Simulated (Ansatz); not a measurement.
CH5ClGe can be A, `Cl[CH2][GeH3]`, or B, `[CH3][GeH2][Cl]`.

Program: Ansatz. Geometries: PBE0-D4/def2-TZVP. ΔE: electronic, gas phase. CBS: MP2 limit from def2 TZ/QZ plus the TZ coupled-cluster correction, frozen cores. DFT in def2-TZVPP. For Ge outer-core shells are correlated without core-valence functions, which leaves a few kJ/mol of doubt a bond. Scalar relativity is left out up to krypton.

**Question.** Which isomer does CCSD(T)/CBS put lower? Give the gap. (Estimate.)

**Answer.** Ansatz gave: B, by 155.1 kJ/mol.

**Question.** Give E(B) − E(A) in kJ/mol with CCSD/def2-TZVPP, HF/def2-TZVPP, MP2/def2-TZVPP, BLYP-D4, ωB97M-V, LDA (SPW92), r2SCAN-D4. (Best estimate.)

**Answer.** Computed: CCSD/def2-TZVPP -158.6, HF/def2-TZVPP -169.1, MP2/def2-TZVPP -161.9, BLYP-D4 -151.1, ωB97M-V -157.5, LDA (SPW92) -145.9, r2SCAN-D4 -159.3. None reverses the order clearly.

**Question.** Does the order hold for the free energy at 298.15 K (harmonic terms from PBE0-D4)? (Best estimate.)

**Answer.** Computed: Yes: G(B) − G(A) = -149.0 kJ/mol.

Largest T1 diagnostic: 0.010.

From PBE to PBE0 (25 % exact exchange), in def2-TZVPP and without D4, E(B) − E(A) moves by −5.6 kJ/mol. In def2-TZVPP, CCSD(T) changes the Hartree–Fock value by +12.4 kJ/mol (the triples alone add +1.9 kJ/mol) and MP2 by +7.1 kJ/mol.
